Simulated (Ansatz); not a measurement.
Breaking the Be1–I3 bond in BeBrI (SMILES [Br][Be][I]) (multiplicity 1 held, fragments rigid). Energies count from the point at 2.165 Å.
Geometry at that point (charge 0, multiplicity 1):
```xyz
3

Be     0.0000     0.0000    -0.5033
Br     0.0000     0.0000    -2.4592
I      0.0000     0.0000     1.6620
```

Signs of static correlation in def2-TZVPPD, with CASSCF(6,4), from Ansatz (a program for electronic structure) runs.

| R (Å) | T1 of restricted CCSD | ⟨S²⟩ of UHF | largest double amplitude of restricted CCSD | weight of the CASSCF reference in MRCISD | CASSCF natural occupations |
|---|---|---|---|---|---|
| 1.732 | 0.008 | 0.000 | 0.014 | 0.883 | 2.00 2.00 1.99 0.02 |
| 1.949 | 0.009 | 0.000 | 0.017 | 0.882 | 2.00 2.00 1.99 0.01 |
| 2.165 | 0.010 | 0.000 | 0.025 | 0.881 | 2.00 2.00 1.98 0.02 |
| 2.382 | 0.011 | 0.000 | 0.032 | 0.880 | 2.00 2.00 1.98 0.03 |
| 2.598 | 0.011 | 0.000 | 0.031 | 0.880 | 2.00 2.00 1.96 0.04 |
| 2.923 | 0.013 | 0.000 | ? | 0.880 | 2.00 2.00 1.93 0.07 |
| 3.248 | 0.017 | 0.390 | 0.140 | 0.880 | 2.00 2.00 1.87 0.13 |
| 3.789 | 0.033 | 0.850 | 0.252 | 0.882 | 2.00 2.00 1.68 0.32 |
| 4.331 | 0.061 | 0.971 | 0.416 | 0.883 | 2.00 2.00 1.42 0.58 |
| 4.980 | ? | 1.004 | 0.666 | 0.884 | 2.00 2.00 1.19 0.81 |
| 5.846 | 0.126 | 1.011 | 0.910 | 0.884 | 2.00 2.00 1.06 0.94 |
| 6.929 | 0.132 | 1.012 | 1.014 | 0.884 | 2.00 2.00 1.01 0.99 |

Task: What belongs in the gaps?

Result: 
- 2.923, largest double amplitude of restricted CCSD: 0.081
- 4.980, T1 of restricted CCSD: 0.099

Doubts at one or more of the structures used: active orbitals that take no part (SC-NEVPT2 on CASSCF(6,4)/def2-TZVPPD); a restricted determinant that unrestricted orbitals would lower (R-CCSD(T)/def2-TZVPPD); other coupled-cluster roots lie near (R-CCSD(T)/def2-TZVPPD); T1 above 0.05 (R-CCSD(T)/def2-TZVPPD, U-CCSD(T)/def2-TZVPPD); a spin-contaminated determinant (U-CCSD(T)/def2-TZVPPD); the program's own flag: other amplitudes (U-CCSD(T)/def2-TZVPPD).
